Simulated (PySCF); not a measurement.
**Telling isomers of C5H12FPSi apart by NMR**

PySCF 2.14.0 with density-fitted response routines calculation with geometry: GFN2-xTB and shielding tensors at PBE0/pcSseg-1 (GIAO); equivalent nuclei averaged, isolated molecule, non-relativistic, one conformer.

Chemical shifts δ = σref − σ; TMS for 1H and 13C, all at this level. Splittings of carbon signals by F and P are missing where no couplings were computed. Where no couplings were computed, multiplicities follow the n + 1 count of equivalent neighbours, and m marks all less simple cases (inequivalent or close neighbours, rings, F or P nearby). Shifts are as computed. Against solution values, carbons near 30 ppm lie about +3 ppm off and those near 130 ppm about +5 ppm. Of 1309 compounds with measured shifts, 239 miss one by over three times the rms of a fit or turn the order of signals round; such compounds aren't used in these exercises.

(1) Tabulate the signals of `C[C@@H](F)[C@H]1CC[Si@H]1P`, `CC(C)/C(F)=P\C[SiH3]` and their relative energies.

(2) What is the quickest way to tell C[C@@H](F)[C@H]1CC[Si@H]1P from CC(C)/C(F)=P\C[SiH3]?

## Answers

(1) 
```json
{"SMILES": "C[C@@H](F)[C@H]1CC[Si@H]1P", "carbon types": "2×CH 2×CH2 1×CH3", "δC": "96.6, 36.3, 23.7, 22.5, 10.5", "δH": "5.66 (m, 1H), 4.79 (m, 1H), 2.31 (m, 1H), 2.01 (m, 1H), 1.78 (m, 1H), 1.54 (m, 1H), 1.38 (m, 2H), 1.23 (m, 3H), 1.20 (m, 1H)", "E rel. (kcal/mol)": "0.0"}
{"SMILES": "CC(C)/C(F)=P\\C[SiH3]", "carbon types": "1×C 1×CH 1×CH2 2×CH3", "δC": "244.0, 37.8, 22.4, 5.0", "δH": "3.96 (m, 3H), 3.23 (m, 1H), 1.27 (d, 6H), 1.22 (m, 2H)", "E rel. (kcal/mol)": "15.9"}
```

Energies are electronic energies at PBE0/pcSseg-1 on these geometries, without zero-point or thermal terms, each for the one conformer computed, which needn't be the lowest.

(2) Count the carbon signals: 5 against 4. The first has an sp3 CH bonded to F at 96.6 ppm, the second a carbon double-bonded to a heavier main-group atom (C) at 244.0 ppm. In the proton spectra the most deshielded non-exchanging signals are 5.66 (m, 1H) and 3.96 (m, 3H).
